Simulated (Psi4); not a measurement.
Psi4 input (wB97X-D/6-31G*):

```
memory 1500 MB

molecule {
0 3
Li   -0.00000000   -0.00000000   -1.25868851
O     0.00000000    0.00000000    0.31385345
H     0.00000000    0.00000000    1.26523792
symmetry c1
no_reorient
no_com
}

set {
  basis 6-31G*
  reference uks
  scf_type pk
  dft_radial_points 99
  dft_spherical_points 590
  e_convergence 1e-8
  d_convergence 1e-7
  maxiter 150
}

e = energy('wb97x-d')
print_out(f'\nFINAL {e:.10f} DIPOLE {variable("CURRENT DIPOLE")[0]:.6f} {variable("CURRENT DIPOLE")[1]:.6f} {variable("CURRENT DIPOLE")[2]:.6f}\n')
```

Output:

```
   => Loading Basis Set <=

    Name: 6-31G*
    Role: ORBITAL
    Keyword: BASIS
    atoms 1 entry LI         line    60 file 6-31gs.gbs
    atoms 2 entry O          line   145 file 6-31gs.gbs
    atoms 3 entry H          line    44 file 6-31gs.gbs

   => WB97X-D: Empirical Dispersion <=

    Chai and Head-Gordon Dispersion Correction
    Chai, J.-D.; Head-Gordon, M. (2010), J. Chem. Phys., 132: 6615-6620

        s6 =       1.000000

         ---------------------------------------------------------
                                   SCF
               by Justin Turney, Rob Parrish, Andy Simmonett
                          and Daniel G. A. Smith
                              UKS Reference
         ---------------------------------------------------------

  ==> Geometry <==

    Molecular point group: c1
    Full point group: C_inf_v

    Geometry (in Angstrom), charge = 0, multiplicity = 3:

       Center              X                  Y                   Z               Mass
    ------------   -----------------  -----------------  -----------------  -----------------
         LI           0.000000000000     0.000000000000    -1.258688510000     7.016003436600
         O            0.000000000000     0.000000000000     0.313853450000    15.994914619570
         H            0.000000000000     0.000000000000     1.265237920000     1.007825032230

  Running in c1 symmetry.

  Rotational constants: A = ************  B =      1.17850  C =      1.17850 [cm^-1]
  Rotational constants: A = ************  B =  35330.44713  C =  35330.44713 [MHz]
  Nuclear repulsion =   13.154994225579117

  Charge       = 0
  Multiplicity = 3
  Electrons    = 12
  Nalpha       = 7
  Nbeta        = 5

  ==> Algorithm <==

  SCF Algorithm Type is PK.
  DIIS enabled.
  MOM disabled.
  Fractional occupation disabled.
  Guess Type is SAD.
  Energy threshold   = 1.00e-08
  Density threshold  = 1.00e-07
  Integral threshold = 1.00e-12

  ==> Primary Basis <==

  Basis Set: 6-31G*
    Blend: 6-31G*
    Number of shells: 14
    Number of basis functions: 32
    Number of Cartesian functions: 32
    Spherical Harmonics?: false
    Max angular momentum: 2

  ==> DFT Potential <==

   => LibXC <=

    Version 7.1.2
    S. Lehtola, C. Steigemann, M. J. T. Oliveira, and M. A. L. Marques,  SoftwareX 7, 1–5 (2018) (10.1016/j.softx.2017.11.002)

   => Composite Functional: WB97X-D <=

    wB97X-D Hyb-GGA Exchange-Correlation Functional

    J.-D. Chai and M. Head-Gordon,  Phys. Chem. Chem. Phys. 10, 6615–6620 (2008) (10.1039/B810189B)

    Deriv               =              1
    GGA                 =           TRUE
    Meta                =          FALSE

    Exchange Hybrid     =           TRUE
    MP2 Hybrid          =          FALSE

   => Exchange-Correlation Functionals <=

    1.0000   wB97X-D range-separated functional

   => Exact (HF) Exchange <=

    0.7780            HF,LR [omega = 0.2000]
    0.2220               HF

   => LibXC Density Thresholds  <==

    XC_HYB_GGA_XC_WB97X_D:  1.00E-14

   => Molecular Quadrature <=

    Radial Scheme          =       TREUTLER
    Pruning Scheme         =           NONE
    Nuclear Scheme         =       TREUTLER

    Blocking Scheme        =         OCTREE
    BS radius alpha        =              1
    Pruning alpha          =              1
    Radial Points          =             99
    Spherical Points       =            590
    Total Points           =         168235
    Total Blocks           =           1339
    Max Points             =            256
    Max Functions          =             32
    Weights Tolerance      =       1.00E-15

  ==> Integral Setup <==

  Using in-core PK algorithm.
   Calculation information:
      Number of atoms:                   3
      Number of AO shells:              14
      Number of primitives:             34
      Number of atomic orbitals:        32
      Number of basis functions:        32

      Integral cutoff                 1.00e-12
      Number of threads:                 1

  Performing in-core PK
  Using 418968 doubles for integral storage.
  We computed 5565 shell quartets total.
  Whereas there are 5565 unique shell quartets.

  Computing range-separated integrals for PK
  We computed 5565 wK shell quartets total.
  Whereas there are 5565 wK unique shell quartets.

  ==> DiskJK: Disk-Based J/K Matrices <==

    J tasked:                  Yes
    K tasked:                  Yes
    wK tasked:                 Yes
    Omega:               2.000E-01
    Schwarz Cutoff:          1E-12


  Cached 100.0% of DFT collocation blocks in 0.147 [GiB].

  Minimum eigenvalue in the overlap matrix is 6.1483954984E-03.
  Reciprocal condition number of the overlap matrix is 1.1285784489E-03.
    Using symmetric orthogonalization.

  ==> Pre-Iterations <==

  SCF Guess: Superposition of Atomic Densities via on-the-fly atomic UHF (no occupation information).

   -------------------------
    Irrep   Nso     Nmo
   -------------------------
     A         32      32
   -------------------------
    Total      32      32
   -------------------------

  ==> Iterations <==

                        Total Energy        Delta E     RMS |[F,P]|

   @UKS iter SAD:   -82.68151636543547   -8.26815e+01   0.00000e+00
   @UKS iter   1:   -83.12712694300726   -4.45611e-01   9.97767e-03 ADIIS/DIIS
   @UKS iter   2:   -83.14885279005189   -2.17258e-02   7.79357e-03 ADIIS/DIIS
   @UKS iter   3:   -83.17123322411385   -2.23804e-02   6.22005e-04 ADIIS/DIIS
   @UKS iter   4:   -83.17173572246415   -5.02498e-04   1.86487e-04 ADIIS/DIIS
   @UKS iter   5:   -83.17186765174019   -1.31929e-04   6.56579e-05 DIIS
   @UKS iter   6:   -83.17190087383736   -3.32221e-05   1.82704e-05 DIIS
   @UKS iter   7:   -83.17190412717261   -3.25334e-06   6.16744e-06 DIIS
   @UKS iter   8:   -83.17190449603859   -3.68866e-07   1.58069e-06 DIIS
   @UKS iter   9:   -83.17190451448209   -1.84435e-08   3.33080e-07 DIIS
   @UKS iter  10:   -83.17190451491814   -4.36046e-10   6.18575e-08 DIIS
  Energy and wave function converged.

  ==> Post-Iterations <==

   Electrons on quadrature grid:
      Nalpha   =    6.9999999891 ; deviation = -1.094e-08
      Nbeta    =    5.0000000542 ; deviation = 5.419e-08
      Ntotal   =   12.0000000433 ; deviation = 4.325e-08

   @Spin Contamination Metric:   2.066423628E-03
   @S^2 Expected:                2.000000000E+00
   @S^2 Observed:                2.002066424E+00
   @S   Expected:                1.000000000E+00
   @S   Observed:                1.000000000E+00

    Orbital Energies [Eh]
    ---------------------

    Alpha Occupied:

       1A    -19.442686     2A     -2.085154     3A     -1.230771
       4A     -0.698804     5A     -0.609253     6A     -0.537805
       7A     -0.154320

    Alpha Virtual:

       8A      0.044999     9A      0.045106    10A      0.049652
      11A      0.164458    12A      0.198524    13A      0.200712
      14A      0.204931    15A      0.303428    16A      0.523364
      17A      0.523395    18A      0.578796    19A      0.588813
      20A      0.669874    21A      0.870452    22A      0.947629
      23A      0.986390    24A      1.109422    25A      1.247319
      26A      1.429336    27A      1.753114    28A      1.754136
      29A      1.825261    30A      1.870492    31A      2.467663
      32A      3.745248

    Beta Occupied:

       1A    -19.420367     2A     -2.082063     3A     -1.154859
       4A     -0.670054     5A     -0.507953

    Beta Virtual:

       6A     -0.184622     7A      0.090846     8A      0.184191
       9A      0.193245    10A      0.224984    11A      0.227037
      12A      0.300771    13A      0.316875    14A      0.357352
      15A      0.362710    16A      0.665983    17A      0.671643
      18A      0.738257    19A      0.758434    20A      0.765905
      21A      0.894960    22A      1.015749    23A      1.052353
      24A      1.156582    25A      1.337672    26A      1.482266
      27A      1.817223    28A      1.820588    29A      1.895376
      30A      1.903667    31A      2.501592    32A      3.793889

    Final Occupation by Irrep:
              A
    DOCC [     5 ]
    SOCC [     2 ]
    NA   [     7 ]
    NB   [     5 ]

  @UKS Final Energy:   -83.17190451491814

   => Energetics <=

    Nuclear Repulsion Energy =             13.1549942255791166
    One-Electron Energy =                -138.9822117532542620
    Two-Electron Energy =                  50.0985850153130485
    DFT Exchange-Correlation Energy =      -7.4425540621787336
    Empirical Dispersion Energy =          -0.0007179403773104
    VV10 Nonlocal Energy =                  0.0000000000000000
    Total Energy =                        -83.1719045149181397

  UHF NO Occupations:
  HONO-2 :    5  A 1.9993571
  HONO-1 :    6  A 1.0000000
  HONO-0 :    7  A 1.0000000
  LUNO+0 :    8  A 0.0006429
  LUNO+1 :    9  A 0.0002301
  LUNO+2 :   10  A 0.0001565
  LUNO+3 :   11  A 0.0000036

Computation Completed

Properties will be evaluated at   0.000000,   0.000000,   0.000000 [a0]

Properties computed using the SCF density matrix

 Multipole Moments:

 ------------------------------------------------------------------------------------
     Multipole            Electronic (a.u.)      Nuclear  (a.u.)        Total (a.u.)
 ------------------------------------------------------------------------------------

 L = 1.  Multiply by 2.5417464519 to convert [e a0] to [Debye]
 Dipole X            :          0.0000000            0.0000000            0.0000000
 Dipole Y            :         -0.0000000            0.0000000           -0.0000000
 Dipole Z            :          2.1805128           -0.0000000            2.1805128
 Magnitude           :                                                    2.1805128

 ------------------------------------------------------------------------------------

FINAL -83.1719045149 DIPOLE 0.000000 -0.000000 2.180513

*** Psi4 exiting successfully. Buy a developer a beer!
```
